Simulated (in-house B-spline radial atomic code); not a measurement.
Configurations of Pm III (Pm2+), with energies counted from [Xe] (4f5/2)5. All numbers are computed (Dirac-Hartree-Fock, average of each configuration as written; Fermi nucleus of rms radius 4.962 fm) with an all-electron radial atomic-structure program (B-spline basis), not measured. Energies include first-order Breit, QED and recoil terms.

Occupations are held fixed; configurations that lie above the ionisation limit could autoionise.

| configuration | E - E(ref) (eV) | highest orbital | its <r> (bohr) |
| --- | --- | --- | --- |
| [Xe] (4f5/2)3 (4f7/2)2 | 3.2698 | 4f7/2 | 0.9976 |
| [Xe] (4f5/2)2 (4f7/2)3 | 3.8835 | 4f7/2 | 0.9917 |
| [Xe] (4f5/2)4 (6g9/2)1 | 16.78 | 6g9/2 | 14.64 |
| [Xe] (4f5/2)1 (4f7/2)3 (9g7/2)1 | 21.644 | 9g7/2 | 37.12 |
| [Kr] (4d3/2)4 (4d5/2)5 (4f5/2)3 (4f7/2)2 5s2 5p6 (6p1/2)1 | 133.27 | 6p1/2 | 4.219 |
| [Kr] (4d3/2)4 (4d5/2)5 (4f5/2)5 5s2 5p6 (8p3/2)1 | 136.71 | 8p3/2 | 12.57 |
| [Kr] (4d3/2)4 (4d5/2)5 (4f7/2)5 5s2 5p6 (7p1/2)1 | 142.87 | 7p1/2 | 7.789 |

**Question.** Order these further configurations by energy, lowest first.
A. [Kr] (4d3/2)4 (4d5/2)5 (4f5/2)2 (4f7/2)3 5s2 5p6 (9g9/2)1
B. [Xe] (4f7/2)5
C. [Kr] (4d3/2)4 (4d5/2)5 (4f5/2)2 (4f7/2)3 5s2 5p6 (8d3/2)1
D. [Kr] 4d10 (4f7/2)5 5s2 (5p1/2)2 (5p3/2)3 (5g9/2)1
E. [Xe] (4f5/2)4 (4f7/2)1

**Answer.** E (1.9736 eV), B (3.0582 eV), D (37.618 eV), C (145.5 eV), A (147.69 eV).

**Question.** How far above the reference does [Xe] (4f5/2)4 (8d5/2)1 lie?

**Answer.** 16.508 eV; its least bound orbital is 8d5/2 with <r> = 15.79 bohr.

**Question.** How far above the reference does [Kr] 4d10 (4f5/2)3 (4f7/2)2 5s2 (5p1/2)1 (5p3/2)4 (9d5/2)1 lie?

**Answer.** 43.403 eV; its least bound orbital is 9d5/2 with <r> = 22.16 bohr.

**Question.** How far above the reference does [Kr] (4d3/2)4 (4d5/2)5 (4f5/2)4 (4f7/2)1 5s2 5p6 7s1 lie?

**Answer.** 135.73 eV; its least bound orbital is 7s1/2 with <r> = 6.845 bohr.
